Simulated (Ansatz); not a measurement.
Reactions of C$_{2}$H$_{5}$AlFNS, SMILES `CS[C]1(F)[NH][AlH]1`.

Program: Ansatz. Geometries: PBE0-D4/def2-TZVP. ΔE: electronic, gas phase. CCSD(T)/CBS is the MP2 limit (def2-TZVPP, def2-QZVPP) plus CCSD(T) − MP2 in def2-TZVPP, frozen cores. This one scheme is used for every species, atoms too. DFT in def2-TZVPP. No spin–orbit coupling; open shells (•) take unrestricted orbitals. Spin–orbit coupling would lower the free atoms: a little for Al, C, F, S. For Br outer-core shells are correlated without core-valence functions, so the limit isn't a true one: a few kJ/mol of doubt a bond, and 10 to 20 or more in all where bonds break to atoms. Scalar relativity is left out up to krypton. Each species was taken in one conformer, which may not be the lowest.

```json
{"reaction": "`CS[C]1(F)[NH][AlH]1` + H₂S → `F[C]1(S)[NH][AlH]1` + CH₃SH", "ωB97X-V (kJ/mol)": "12", "CCSD(T)/CBS(def2) (kJ/mol)": "13"}
{"reaction": "`CS[C]1(F)[NH][AlH]1` → Al• + 2 C• + F• + 5 H• + N• + S•", "ωB97X-V (kJ/mol)": "3834", "CCSD(T)/CBS(def2) (kJ/mol)": "3806"}
{"reaction": "`CS[C]1(F)[NH][AlH]1` → `[CH2]` (triplet) + `F[C]1(S)[NH][AlH]1`", "ωB97X-V (kJ/mol)": "445", "CCSD(T)/CBS(def2) (kJ/mol)": "434"}
{"reaction": "`CS[C]1(F)[NH][AlH]1` + H₂ → `F[CH]1[NH][AlH]1` + CH₃SH", "ωB97X-V (kJ/mol)": "-41", "CCSD(T)/CBS(def2) (kJ/mol)": "-39"}
{"reaction": "`CS[C]1(F)[NH][AlH]1` + `[OH][Al]([F])[Br]` → `C[O][Al]([F])[Br]` + `F[C]1(S)[NH][AlH]1`", "ωB97X-V (kJ/mol)": "54", "CCSD(T)/CBS(def2) (kJ/mol)": "59"}
{"reaction": "`CS[C]1(F)[NH][AlH]1` + `O[SiH2]S` → `CS[SiH2]O` + `F[C]1(S)[NH][AlH]1`", "ωB97X-V (kJ/mol)": "12", "CCSD(T)/CBS(def2) (kJ/mol)": "11"}
```

Largest T1 diagnostic: 0.018, for Al•.
